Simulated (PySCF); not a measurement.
C₂H₆BeFN, SMILES C[N](C)[Be][F].

Geometry optimised at PBE-D3(BJ)/def2-SVP. The structure was generated by enumeration; whether it is a known compound was not checked. One conformer was computed; it need not be the lowest.

Two levels are set side by side: PBE/def2-TZVP (PySCF) and M06-2X/def2-TZVP (PySCF). Same geometry, gas phase. Differences are taken from unrounded values.

```tsv
quantity	M06-2X
orbital gap (eV)	7.73
highest occupied level (eV)	-7.77
lowest empty level (eV)	-0.04
dipole moment (D)	2.01
mean polarisability (bohr³)	45.9
```

Question: What does PBE give, and how far is it from M06-2X? (An estimate is asked for; the answer gives what the named calculation found.)

Answer: 
```json
[
 {"quantity": "orbital gap (eV)", "PBE": "4.28", "PBE minus M06-2X": "-3.45"},
 {"quantity": "highest occupied level (eV)", "PBE": "-5.14", "PBE minus M06-2X": "2.62"},
 {"quantity": "lowest empty level (eV)", "PBE": "-0.86", "PBE minus M06-2X": "-0.83"},
 {"quantity": "dipole moment (D)", "PBE": "1.86", "PBE minus M06-2X": "-0.15"},
 {"quantity": "mean polarisability (bohr³)", "PBE": "49.9", "PBE minus M06-2X": "4.0"}
]
```

PBE's occupied levels lie high since its potential decays too fast outside the molecule; exact exchange lowers them and widens the gap. Loosely held outer electrons make PBE densities more polarisable. Differences between two approximate levels are no errors against the true value.

Rough cost on one machine, each run with all the roots and properties that it gave: M06-2X against PBE about 4 times.
